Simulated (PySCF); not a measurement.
**Broadened absorption spectrum of 1-methoxycyclohexene**

Species: 1-methoxycyclohexene, C₇H₁₂O.
Numbering: `[CH3:1][O:2][C:3]1=[CH:4][CH2:5][CH2:6][CH2:7][CH2:8]1` (hydrogens: H9, H10, H11 on C1; H12 on C4; H13, H14 on C5; H15, H16 on C6; H17, H18 on C7; H19, H20 on C8)

Method used: PySCF 2.14.0, density-fitted response routines, TDDFT B3LYP/def2-SVPD, vertical, gas phase, core orbitals frozen in the response. One conformer (not necessarily the lowest) at the PBE0-D3(BJ)/def2-SVP geometry, without solvent, vibrations or thermal averaging.

Computed states:

| state | E (eV) | f |
| --- | --- | --- |
| S1 | 5.50 | 0.0092 |
| S2 | 5.99 | 0.027 |
| S3 | 6.19 | 0.0083 |
| S4 | 6.40 | 0.048 |
| S5 | 6.69 | 0.013 |
| S6 | 6.70 | 0.149 |
| S7 | 6.88 | 0.016 |
| S8 | 7.30 | 0.074 |
| S9 | 7.58 | 0.028 |
| S10 | 7.73 | 0.0083 |

Broadening: Gaussians 0.25 eV wide at half height, area fixed by f = 4.319×10⁻⁹ ∫ε dν̃. The width is an assumption, not a result. The curve ends short of the highest state used, and states not computed would add to its high-energy end.

(1) What does the envelope look like, and where are its maxima?

(2) On this curve, what absorbance would a 10⁻⁴ mol/L sample give at 193 nm over a 1 cm path?

(3) Coming from long wavelengths, where does ε first pass 100 L mol⁻¹ cm⁻¹?

Results:

(1) 
E (eV), ε (L mol⁻¹ cm⁻¹) and a bar:
```
     5.13          2 
     5.18         10 
     5.24         49 
     5.30        166 
     5.35        362 #
     5.41        687 #
     5.47        950 ##
     5.53        953 ##
     5.58        751 #
     5.64        430 #
     5.70        232 
     5.76        304 #
     5.81        659 #
     5.87       1474 ###
     5.93       2461 ####
     5.99       3057 #####
     6.04       2996 #####
     6.10       2490 ####
     6.16       2108 ####
     6.21       2258 ####
     6.27       3163 #####
     6.33       4533 ########
     6.39       5522 ##########
     6.44       5775 ##########
     6.50       6413 ###########
     6.56       9191 ################
     6.62      14022 ########################
     6.67      17320 ##############################
     6.73      17386 ##############################
     6.79      13227 #######################
     6.84       8751 ###############
     6.90       4544 ########
     6.96       2163 ####
     7.02       1156 ##
     7.07       1200 ##
     7.13       2446 ####
```

Maxima: 225 nm (5.50 eV), ε about 990, made up of S1 (100%); 206 nm (6.01 eV), ε about 3100, made up of S2 (93%); 185 nm (6.70 eV), ε about 18000, made up of S6 (90%) (ε in L mol⁻¹ cm⁻¹; maxima over ε = 5, shares over 10%). At its high-energy end, 7.13 eV, the curve is still rising (ε about 2400, from S8).

(2) 193 nm is 6.424 eV, where ε is about 5700 L mol⁻¹ cm⁻¹, so A = ε c l ≈ 0.57 (Beer–Lambert, with the gas-phase spectrum and the assumed width).

(3) At about 235 nm (5.27 eV), 0.23 eV below S1.

The vertical ionisation energy (ΔSCF) is 8.07 eV, 0.33 eV above S10.

The run took 2.0 min on one thread, Arm Neoverse V1, no GPU, on a shared host.
